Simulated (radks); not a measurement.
Question: These are the eigenvalues of the occupied orbitals of an atom or ion with whole-number occupations (hartree). Method: scalar-relativistic Kohn-Sham, PBE, spin-unpolarised, spherical densities, point nucleus; computed with a radial shooting solver on a logarithmic mesh with Libxc functionals.

| orbital | eigenvalue |
|---|---|
| 1s | -1823.369 |
| 2s | -419.9197 |
| 2p | -394.1493 |

Which element is it, and in what charge state? The configuration may be excited.

Answer: Z = 61, promethium, charge +53: Pm53+ in [He] 2s2 2p4. The list shows which subshells hold electrons but not how many an open one holds; the 1s level, -1823.4 hartree, gives Z - s = 60.4 by -(Z - s)^2/2, which with screening and relativity narrows Z to a few neighbours, and the depths of the outer levels then fix element, charge and occupations together.
